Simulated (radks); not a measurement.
Species: Cu III. Configuration: [Ar] 3d9. All-electron calculation, scalar-relativistic Kohn-Sham, Slater X-alpha with alpha = 0.667, spin-polarised, spherical densities, point nucleus; open shells are filled with parallel spins first. Program: a radial shooting solver on a logarithmic mesh with Libxc functionals.

Normalised radial functions P(r) = r R(r), r in bohr:

r,3d up
0.003179,0.0000
0.004557,0.0000
0.006584,0.0001
0.009437,0.0002
0.01363,0.0006
0.01954,0.0017
0.02824,0.0046
0.04047,0.0121
0.05848,0.0311
0.08382,0.0736
0.1211,0.1637
0.1736,0.3229
0.2508,0.5653
0.3595,0.8297
0.5152,1.0032
0.7444,0.9780
1.067,0.7745
1.542,0.4935
2.21,0.2447
3.193,0.0804

3d up: eigenvalue -28.917 eV, 0 radial nodes, <r> = 0.922 bohr, 90 % of the charge inside 1.61 bohr.
